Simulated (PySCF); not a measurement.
## Telling isomers of C₅H₇N₃O apart by NMR

[PySCF 2.14.0 with density-fitted response routines: shieldings: GIAO PBE0/pcSseg-1; structure optimised with GFN2-xTB; isolated molecule; no relativistic terms; one conformer; averaged over atoms made equivalent by symmetry, fast rotation or ring inversion]

δ = σ(ref) − σ, references computed at the same level: ¹H (σ = 31.72 ppm), ¹³C (σ = 186.93 ppm) vs TMS. Where no couplings were computed, multiplicities follow the n + 1 count of equivalent neighbours, and m marks all less simple cases (inequivalent or close neighbours, rings, F or P nearby). Shifts are as computed. Against solution values, carbons near 30 ppm lie about +3 ppm off and those near 130 ppm about +5 ppm. Of 1211 compounds with measured shifts, 218 miss one by over three times the rms of a fit or turn the order of signals round; such compounds aren't used in these exercises.

(1) Tabulate the signals of `CC(=O)c1cn(C)nn1`, `CC(=O)c1cnn(C)n1`, `Cc1nn(C)nc1C=O`, `Cc1nnn(C)c1C=O`, `CC(=O)c1nncn1C`, `COc1nncnc1C` and their relative energies.

(2) What is the quickest way to tell Cc1nnn(C)c1C=O from COc1nncnc1C?

(3) What is the quickest way to tell Cc1nn(C)nc1C=O from Cc1nnn(C)c1C=O?

(4) What is the quickest way to tell CC(=O)c1cnn(C)n1 from Cc1nnn(C)c1C=O?

Answers

(1) 
```json
{"SMILES": "CC(=O)c1cn(C)nn1", "carbon types": "2×C 1×CH 2×CH3", "δC": "197.8, 154.8, 132.5, 36.3, 30.8", "δH": "8.11 (s, 1H), 4.26 (s, 3H), 2.86 (s, 3H)", "E rel. (kcal/mol)": "9.5"}
{"SMILES": "CC(=O)c1cnn(C)n1", "carbon types": "2×C 1×CH 2×CH3", "δC": "196.1, 152.2, 141.1, 41.9, 30.5", "δH": "8.18 (s, 1H), 4.30 (s, 3H), 2.67 (s, 3H)", "E rel. (kcal/mol)": "5.1"}
{"SMILES": "Cc1nn(C)nc1C=O", "carbon types": "2×C 1×CH 2×CH3", "δC": "190.7, 154.8, 149.4, 41.7, 15.0", "δH": "10.43 (s, 1H), 4.25 (s, 3H), 2.76 (s, 3H)", "E rel. (kcal/mol)": "6.9"}
{"SMILES": "Cc1nnn(C)c1C=O", "carbon types": "2×C 1×CH 2×CH3", "δC": "183.2, 156.5, 137.2, 39.0, 12.8", "δH": "10.45 (s, 1H), 4.36 (s, 3H), 2.84 (s, 3H)", "E rel. (kcal/mol)": "13.0"}
{"SMILES": "CC(=O)c1nncn1C", "carbon types": "2×C 1×CH 2×CH3", "δC": "197.3, 155.8, 149.3, 34.9, 30.8", "δH": "7.81 (s, 1H), 4.02 (s, 3H), 2.98 (s, 3H)", "E rel. (kcal/mol)": "0.0"}
{"SMILES": "COc1nncnc1C", "carbon types": "2×C 1×CH 2×CH3", "δC": "171.1, 158.1, 154.6, 56.8, 22.4", "δH": "9.48 (s, 1H), 4.42 (s, 3H), 2.61 (s, 3H)", "E rel. (kcal/mol)": "18.4"}
```

Energies are electronic energies at PBE0/pcSseg-1 on these geometries, without zero-point or thermal terms, each for the one conformer computed, which needn't be the lowest.

(2) Both give the same number of carbon signals, with the same numbers of each carbon type, so the positions decide. The first has an aldehyde carbonyl carbon (CH) at 183.2 ppm, the second an aromatic CH between two ring heteroatoms at 158.1 ppm. Their most deshielded carbons lie at 183.2 and 171.1 ppm. In the proton spectra the most deshielded non-exchanging signals are 10.45 (s, 1H) and 9.48 (s, 1H).

(3) Both give the same number of carbon signals, with the same numbers of each carbon type, so the positions decide. The first has an aldehyde carbonyl carbon (CH) at 190.7 ppm, the second a substituted aromatic carbon next to a ring nitrogen (C) at 137.2 ppm. Their most deshielded carbons lie at 190.7 and 183.2 ppm.

(4) Both give the same number of carbon signals, with the same numbers of each carbon type, so the positions decide. The first has an aromatic CH next to a ring nitrogen at 141.1 ppm, the second an aldehyde carbonyl carbon (CH) at 183.2 ppm. Their most deshielded carbons lie at 196.1 and 183.2 ppm. In the proton spectra the most deshielded non-exchanging signals are 8.18 (s, 1H) and 10.45 (s, 1H).
